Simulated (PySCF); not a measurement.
PySCF input (M06-2X/def2-TZVPD):

```python
from pyscf import gto, scf, dft

mol = gto.M(
    atom='''
    Ga   -0.00000000   -0.00000000   -0.05077840
    H     0.00000000    0.00000000    1.57413054
    ''',
    basis='def2-tzvpd',
    charge=0,
    spin=2,
    symmetry='C2v',
    verbose=4,
)

mf = dft.UKS(mol, xc='m062x').density_fit(auxbasis='def2-universal-jkfit')
mf.grids.level = 4
mf.conv_tol = 1e-9
mf.max_cycle = 100
mf.max_memory = 1500
mf.kernel()
if not mf.converged:
    mf = mf.newton()
    mf.kernel(mf.make_rdm1())
mf.analyze()
```

End of the output:

```
Extra cycle  E= -1925.3317627142  delta_E= -4.39e-11  |g|= 2.36e-06  |ddm|= 2.26e-05
converged SCF energy = -1925.3317627142  <S^2> = 2.0059772  2S+1 = 3.0039822
**** SCF Summaries ****
Total Energy =                       -1925.331762714198476
Nuclear Repulsion Energy =              10.095638675309399
One-electron Energy =                -2704.431908295394805
Two-electron Energy =                  769.004506905887069
Two-electron Coulomb Energy =          844.407711115495204
DFT Exchange-Correlation Energy =      -75.403204209608134
HOMO-LUMO gap [eV] =                     0.869691389679718
Wave-function symmetry = B1
alpha occupancy for each irrep:     A1   A2   B1   B2
                                     9    1    4    3
beta  occupancy for each irrep:     A1   A2   B1   B2
                                     8    1    3    3
**** MO energy ****
alpha MO #1 (A1 #1), energy= -374.767782181886 occ= 1
alpha MO #2 (A1 #2), energy= -46.6437341555993 occ= 1
alpha MO #3 (B2 #1), energy= -41.3981382794621 occ= 1
alpha MO #4 (B1 #1), energy= -41.3972057130387 occ= 1
alpha MO #5 (A1 #3), energy= -41.3966884534249 occ= 1
alpha MO #6 (A1 #4), energy= -5.77069123365935 occ= 1
alpha MO #7 (B2 #2), energy= -4.04465589211956 occ= 1
alpha MO #8 (A1 #5), energy= -4.03946380377258 occ= 1
alpha MO #9 (B1 #2), energy= -4.03931875578999 occ= 1
alpha MO #10 (A1 #6), energy= -1.01000668819252 occ= 1
alpha MO #11 (B2 #3), energy= -1.00682316642993 occ= 1
alpha MO #12 (A2 #1), energy= -1.00570920390612 occ= 1
alpha MO #13 (A1 #7), energy= -1.00190630784147 occ= 1
alpha MO #14 (B1 #3), energy= -0.999919900521661 occ= 1
alpha MO #15 (A1 #8), energy= -0.494089594906979 occ= 1
alpha MO #16 (A1 #9), energy= -0.318371520794118 occ= 1
alpha MO #17 (B1 #4), energy= -0.177485274670193 occ= 1
alpha MO #18 (B2 #4), energy= -0.0504066227664048 occ= 0
alpha MO #19 (A1 #10), energy= 0.0363578924934727 occ= 0
alpha MO #20 (A1 #11), energy= 0.0626840677206122 occ= 0
alpha MO #21 (B2 #5), energy= 0.0903595344316459 occ= 0
alpha MO #22 (A1 #12), energy= 0.0926957142126907 occ= 0
alpha MO #23 (B1 #5), energy= 0.0954858316753397 occ= 0
alpha MO #24 (A2 #2), energy= 0.0980844600909041 occ= 0
alpha MO #25 (A1 #13), energy= 0.13319263517521 occ= 0
alpha MO #26 (A1 #14), energy= 0.165655497044911 occ= 0
alpha MO #27 (B2 #6), energy= 0.248823696874773 occ= 0
alpha MO #28 (B1 #6), energy= 0.252602671878403 occ= 0
alpha MO #29 (B1 #7), energy= 0.272437316387217 occ= 0
alpha MO #30 (B2 #7), energy= 0.287225370644174 occ= 0
alpha MO #31 (A2 #3), energy= 0.296719107751703 occ= 0
alpha MO #32 (A1 #15), energy= 0.302544844452758 occ= 0
alpha MO #33 (A1 #16), energy= 0.310969462520977 occ= 0
alpha MO #34 (B2 #8), energy= 0.338581332412008 occ= 0
alpha MO #35 (B1 #8), energy= 0.341545024946398 occ= 0
alpha MO #36 (A1 #17), energy= 0.374037698966122 occ= 0
alpha MO #37 (A1 #18), energy= 0.518383779937152 occ= 0
alpha MO #38 (A1 #19), energy= 0.549359838256608 occ= 0
alpha MO #39 (B1 #9), energy= 0.894226928582093 occ= 0
alpha MO #40 (B2 #9), energy= 0.89572062219245 occ= 0
alpha MO #41 (A2 #4), energy= 0.910444610974196 occ= 0
alpha MO #42 (A1 #20), energy= 0.911551113634628 occ= 0
alpha MO #43 (B2 #10), energy= 0.920863077256281 occ= 0
alpha MO #44 (A1 #21), energy= 0.922601589193451 occ= 0
alpha MO #45 (A2 #5), energy= 0.923531419722615 occ= 0
alpha MO #46 (B1 #10), energy= 0.923577838607738 occ= 0
alpha MO #47 (A1 #22), energy= 0.956343964568508 occ= 0
alpha MO #48 (B2 #11), energy= 0.978367269689241 occ= 0
alpha MO #49 (B1 #11), energy= 0.990579171109112 occ= 0
alpha MO #50 (A1 #23), energy= 1.12582107842596 occ= 0
alpha MO #51 (B1 #12), energy= 1.7894118554163 occ= 0
alpha MO #52 (B2 #12), energy= 1.79054671821176 occ= 0
alpha MO #53 (A1 #24), energy= 2.16806705758762 occ= 0
alpha MO #54 (A1 #25), energy= 2.34914986852445 occ= 0
alpha MO #55 (A1 #26), energy= 2.35896554172791 occ= 0
alpha MO #56 (A2 #6), energy= 2.37326698402711 occ= 0
alpha MO #57 (B1 #13), energy= 2.3863272120879 occ= 0
alpha MO #58 (B2 #13), energy= 2.39510742376183 occ= 0
alpha MO #59 (A1 #27), energy= 2.71127259526356 occ= 0
alpha MO #60 (B2 #14), energy= 3.25265696238533 occ= 0
alpha MO #61 (B1 #14), energy= 3.26359207227362 occ= 0
alpha MO #62 (A1 #28), energy= 3.60190998810967 occ= 0
alpha MO #63 (A1 #29), energy= 4.53226543770395 occ= 0
beta  MO #1 (A1 #1), energy= -374.765013958818 occ= 1
beta  MO #2 (A1 #2), energy= -46.6417639306981 occ= 1
beta  MO #3 (B2 #1), energy= -41.3972983855121 occ= 1
beta  MO #4 (A1 #3), energy= -41.3945652873282 occ= 1
beta  MO #5 (B1 #1), energy= -41.3941102563173 occ= 1
beta  MO #6 (A1 #4), energy= -5.76529191522137 occ= 1
beta  MO #7 (B2 #2), energy= -4.04266460514748 occ= 1
beta  MO #8 (A1 #5), energy= -4.0358068539467 occ= 1
beta  MO #9 (B1 #2), energy= -4.03225254059298 occ= 1
beta  MO #10 (A1 #6), energy= -1.00716641622411 occ= 1
beta  MO #11 (B2 #3), energy= -1.00527169409745 occ= 1
beta  MO #12 (A2 #1), energy= -1.00307726412467 occ= 1
beta  MO #13 (A1 #7), energy= -0.997520145830074 occ= 1
beta  MO #14 (B1 #3), energy= -0.996506992342567 occ= 1
beta  MO #15 (A1 #8), energy= -0.424517398850724 occ= 1
beta  MO #16 (A1 #9), energy= -0.14552470533203 occ= 0
beta  MO #17 (B2 #4), energy= -0.0665721767878891 occ= 0
beta  MO #18 (B1 #4), energy= -0.0617346552693911 occ= 0
beta  MO #19 (A1 #10), energy= 0.0201203786547861 occ= 0
beta  MO #20 (A1 #11), energy= 0.025613508301463 occ= 0
beta  MO #21 (B1 #5), energy= 0.0615569715795461 occ= 0
beta  MO #22 (B2 #5), energy= 0.0652655043618382 occ= 0
beta  MO #23 (A1 #12), energy= 0.0665636391407176 occ= 0
beta  MO #24 (A2 #2), energy= 0.0669603651260329 occ= 0
beta  MO #25 (A1 #13), energy= 0.104319072167085 occ= 0
beta  MO #26 (A1 #14), energy= 0.185228116683891 occ= 0
beta  MO #27 (B1 #6), energy= 0.211986062212369 occ= 0
beta  MO #28 (B2 #6), energy= 0.224436012546105 occ= 0
beta  MO #29 (A1 #15), energy= 0.237819628314202 occ= 0
beta  MO #30 (B1 #7), energy= 0.239282433968443 occ= 0
beta  MO #31 (B2 #7), energy= 0.244311554735243 occ= 0
beta  MO #32 (A1 #16), energy= 0.273778020336134 occ= 0
beta  MO #33 (B2 #8), energy= 0.274699906188179 occ= 0
beta  MO #34 (A2 #3), energy= 0.274839647794121 occ= 0
beta  MO #35 (B1 #8), energy= 0.288506231437847 occ= 0
beta  MO #36 (A1 #17), energy= 0.328955714322925 occ= 0
beta  MO #37 (A1 #18), energy= 0.477776597605577 occ= 0
beta  MO #38 (A1 #19), energy= 0.525070997234547 occ= 0
beta  MO #39 (B1 #9), energy= 0.845736846529944 occ= 0
[...]
```

This is an excited triplet: at this geometry the singlet lies 2.01 eV lower at CCSD(T)/CBS(aug-cc-pVTZ,aug-cc-pVQZ).
